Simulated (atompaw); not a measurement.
**u(r) = r·R(r): atom against pseudo-atom (Au (Z = 79))**

Columns: radius, all-electron u(r) and pseudo u(r) of the 6p shell (level -6.71 eV) of gold in the configuration [Xe] 4f14 5d10 6s0 6p0; PBE, scalar-relativistic, PAW (atompaw) scheme, atompaw 4.2.0.5.

```json
{"r (bohr)": "0.115", "all-electron": "-0.0916", "pseudo": "0.0027"}
{"r (bohr)": "0.231", "all-electron": "0.0423", "pseudo": "0.0109"}
{"r (bohr)": "0.346", "all-electron": "0.1471", "pseudo": "0.0243"}
{"r (bohr)": "0.462", "all-electron": "0.0529", "pseudo": "0.0426"}
{"r (bohr)": "0.577", "all-electron": "-0.0917", "pseudo": "0.0652"}
{"r (bohr)": "0.692", "all-electron": "-0.1968", "pseudo": "0.0917"}
{"r (bohr)": "0.808", "all-electron": "-0.2403", "pseudo": "0.1217"}
{"r (bohr)": "0.923", "all-electron": "-0.2298", "pseudo": "0.1540"}
{"r (bohr)": "1.038", "all-electron": "-0.1821", "pseudo": "0.1881"}
{"r (bohr)": "1.154", "all-electron": "-0.1117", "pseudo": "0.2237"}
{"r (bohr)": "1.269", "all-electron": "-0.0316", "pseudo": "0.2595"}
{"r (bohr)": "1.385", "all-electron": "0.0517", "pseudo": "0.2954"}
{"r (bohr)": "1.500", "all-electron": "0.1316", "pseudo": "0.3302"}
{"r (bohr)": "1.615", "all-electron": "0.2061", "pseudo": "0.3638"}
{"r (bohr)": "1.731", "all-electron": "0.2742", "pseudo": "0.3959"}
{"r (bohr)": "1.846", "all-electron": "0.3342", "pseudo": "0.4257"}
{"r (bohr)": "1.962", "all-electron": "0.3869", "pseudo": "0.4533"}
{"r (bohr)": "2.077", "all-electron": "0.4315", "pseudo": "0.4782"}
{"r (bohr)": "2.192", "all-electron": "0.4691", "pseudo": "0.5004"}
{"r (bohr)": "2.308", "all-electron": "0.5004", "pseudo": "0.5200"}
{"r (bohr)": "2.423", "all-electron": "0.5253", "pseudo": "0.5367"}
{"r (bohr)": "2.538", "all-electron": "0.5447", "pseudo": "0.5505"}
{"r (bohr)": "2.654", "all-electron": "0.5593", "pseudo": "0.5618"}
{"r (bohr)": "2.769", "all-electron": "0.5693", "pseudo": "0.5700"}
{"r (bohr)": "2.885", "all-electron": "0.5754", "pseudo": "0.5755"}
{"r (bohr)": "3.000", "all-electron": "0.5781", "pseudo": "0.5781"}
```

Problem. How many radial nodes do the two functions have?

Solution. The all-electron 6p function has n − l − 1 = 4 (the table is too coarse to show those close to the nucleus); the pseudo-wave has 0, since the states of the same l below it are removed with the core.

Problem. Is the pseudo-wave norm-conserving?

Solution. No, it belongs to a PAW set: the norm inside the radius is not constrained, and the difference is carried by the augmentation charge.
